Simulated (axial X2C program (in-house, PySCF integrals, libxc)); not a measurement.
**Density and ELF of InCl**

Computed with an in-house all-electron X2C program for linear molecules (integrals from PySCF). Two-component (2c) means X2C with spin–orbit coupling and atomic mean-field two-electron Coulomb and Gaunt terms. Basis: In dyall-cv3z [11s12p9d4f1g], Cl dyall-av3z [9s8p3d2f] (cores contracted in-house); Gaussian nuclei, density fitting, unrestricted open shells. Masses: In 114.904 u, Cl 34.969 u.

PBE0, two-component, state Ω = 0 (closed shell); In at z = 0, Cl at z = 2.427 Å.

The maps cover the half plane through the axis: z from -2.4 to 4.8 Å along the bond, ρ from 0.15 to 2.25 Å away from it.

log10 of the density in e/bohr³:

```
 ρ\z  -2.4  -1.8  -1.2  -0.6   0.0   0.6   1.2   1.8   2.4   3.0   3.6   4.2   4.8
0.15  -2.9  -2.2  -1.4  -0.1   1.8  -0.1  -1.2  -0.6   1.3  -0.6  -1.4  -2.5  -3.5
0.45  -3.0  -2.2  -1.5  -0.5   0.4  -0.5  -1.3  -0.7  -0.4  -0.7  -1.6  -2.6  -3.5
0.75  -3.1  -2.4  -1.7  -1.0  -0.5  -1.0  -1.5  -1.0  -0.7  -1.0  -1.8  -2.7  -3.7
1.05  -3.2  -2.6  -2.0  -1.5  -1.2  -1.6  -1.8  -1.4  -1.2  -1.4  -2.1  -3.0  -3.8
1.35  -3.4  -2.8  -2.3  -1.9  -1.8  -2.0  -2.1  -1.9  -1.7  -1.9  -2.5  -3.2  -4.0
1.65  -3.6  -3.0  -2.6  -2.3  -2.2  -2.4  -2.5  -2.3  -2.2  -2.4  -2.9  -3.5  -4.2
1.95  -3.9  -3.3  -2.9  -2.7  -2.6  -2.8  -2.9  -2.7  -2.7  -2.8  -3.3  -3.8  -4.5
2.25  -4.2  -3.7  -3.3  -3.1  -3.0  -3.2  -3.3  -3.2  -3.1  -3.3  -3.6  -4.2  -4.8
```

Electron localisation function (collinear form, no current term, damped to 0 at low density):

```
 ρ\z  -2.4  -1.8  -1.2  -0.6   0.0   0.6   1.2   1.8   2.4   3.0   3.6   4.2   4.8
0.15  0.82  0.89  0.46  0.65  0.74  0.66  0.28  0.69  0.78  0.56  0.77  0.30  0.03
0.45  0.78  0.90  0.51  0.45  0.75  0.46  0.28  0.82  0.10  0.85  0.73  0.27  0.02
0.75  0.68  0.90  0.61  0.28  0.47  0.24  0.27  0.83  0.86  0.87  0.66  0.21  0.01
1.05  0.47  0.89  0.72  0.32  0.25  0.19  0.21  0.74  0.85  0.80  0.53  0.14  0.01
1.35  0.21  0.84  0.80  0.49  0.30  0.19  0.14  0.57  0.72  0.65  0.36  0.07  0.00
1.65  0.05  0.66  0.81  0.64  0.39  0.16  0.08  0.37  0.52  0.43  0.19  0.02  0.00
1.95  0.01  0.28  0.69  0.65  0.39  0.10  0.04  0.18  0.29  0.21  0.07  0.01  0.00
2.25  0.00  0.04  0.32  0.44  0.23  0.04  0.02  0.07  0.11  0.07  0.01  0.00  0.00
```

The state is one determinant whose occupation by symmetry is held fixed; it was picked as the lowest of a PBE0 search that is not exhaustive.
